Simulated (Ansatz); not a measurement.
The cluster Li₃Cl₃⁻. Total charge -1; doublet. Geometry PBE-D4/def2-SVP, that of the neutral singlet; atoms count from 1.

Cartesian coordinates in Å:
```
Li -0.789 -0.494 -1.661
Li -0.665 1.503 0.962
Li 1.454 -1.009 0.699
Cl 0.826 -1.880 -1.196
Cl -1.826 1.249 -0.864
Cl 1.001 0.631 2.061
```

The highest occupied level of the charge -1 doublet lies above zero (up to 0.93 eV). Energy differences disagree on whether the electron is bound (positive means bound): -0.08 eV (vertical, to the charge 0 singlet, at PBE0-D4/def2-TZVPD), but 0.06 eV at PBE-D4/def2-TZVPD. The structure comes from a short search, and lower isomers may exist.

Q: Estimate the Mulliken populations from the PBE0/def2-TZVPD orbitals of Ansatz.

A: 
```csv
atom,charge (e),spin (α − β)
Li1,0.46,0.46
Li2,0.46,0.46
Li3,0.46,0.46
Cl4,-0.79,-0.12
Cl5,-0.79,-0.12
Cl6,-0.79,-0.12
```
Mulliken values and Mayer orders depend strongly on the basis. With diffuse functions, as here, like atoms can get unlike values, and bond orders can come out too low or too high.

Q: Where does the spin sit?

A: Summed by element: Li 1.37, Cl -0.37, of 1 unpaired in all. Largest on single atoms: Li2 0.46, Li1 0.46, Li3 0.46.
